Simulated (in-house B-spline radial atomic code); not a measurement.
How numerical settings move a run on the erbium ion Er²⁺, [Xe] 4f12. Computed with a B-spline radial code for spherical atoms: scalar-relativistic (X2C) M06-2X, spin-polarised, spherical fractional occupations, Fermi nucleus of rms radius 5.2516 fm.

Command:
```bash
python run_scf.py task.json out
```
Settings of the sound reference run:
```
Z                68
electrons        66
configuration    [Xe] 4f12
hamiltonian      x2c
method           m062x
spin_polarised   True
nucleus          fermi
rms_radius       5.2516
mass_number      166
atomic_mass      165.9303
speed_of_light   137.036
knot_spacing     0.22
spline_order     8
gauss_points     12
box_radius       22.22
max_iterations   70
damping          0.5
damped_steps     3
diis_vectors     10
tolerance        1e-08
start            Thomas-Fermi
```

Cost of the run: 1.1 s on 1 thread of Arm Neoverse N1, with other jobs on the host.

It converges in 12 iterations to -13086.244681 hartree, with 4f down at -18.3486 eV. The other runs change the listed settings, some to values that make no sense; their results aren't properties of the atom or ion. Radii are in bohr (the nuclear one in fm), a minus after a letter asks for a j subshell, and «unchanged» means within 1e-8 hartree. The run stops when the residual is below 10 × tolerance × max(1, Z/10), or a noise floor if that is larger, and the energy moves by less than 1e-8 × √|E| hartree; so very loose and very tight tolerances often act alike.

```tsv
changed settings	outcome
gauss_points = 5, max_iterations = 60, damping = 0.8, start = bare nucleus	converged in 47 iterations, energy +4.13e-07 hartree from the reference, 4f down level -1.3e-05 eV (the program warns: states collapsed into the nucleus by a negative tau potential were left out of the aufbau)
knot_spacing = 0.55, max_iterations = 100, damping = 0.95	converged in 13 iterations, energy +1.36e+00 hartree from the reference, 4f down level -3.4e-02 eV
tolerance = 1e-13	converged in 15 iterations, energy unchanged, 4f down level -1.7e-06 eV (the program warns: states collapsed into the nucleus by a negative tau potential were left out of the aufbau)
hamiltonian = dirac, method = r2scan, spin_polarised = False	stopped with error: meta-GGAs are not served with the Dirac Hamiltonian
tolerance = 1e-06	converged in 8 iterations, energy +7.40e-08 hartree from the reference, 4f down level -6.7e-03 eV (the program warns: states collapsed into the nucleus by a negative tau potential were left out of the aufbau)
```

(1) What happens with knot_spacing = 1.4, spline_order = 5, max_iterations = 50, damped_steps = 0, tolerance = 1e-06?

(2) What happens with first_knot = 0.00147, max_iterations = 100, damped_steps = 0?

(3) What happens with max_iterations = 12?

## Answers

(1) Converged in 5 iterations, energy +9.77e+02 hartree from the reference, 4f down level -1.4e+02 eV (the program warns: 4f down reaches the box edge; 3s up reaches the box edge).

(2) Converged in 9 iterations, energy -4.79e-01 hartree from the reference, 4f down level +3.1e-03 eV.

(3) Converged in 12 iterations, energy unchanged (the program warns: states collapsed into the nucleus by a negative tau potential were left out of the aufbau).
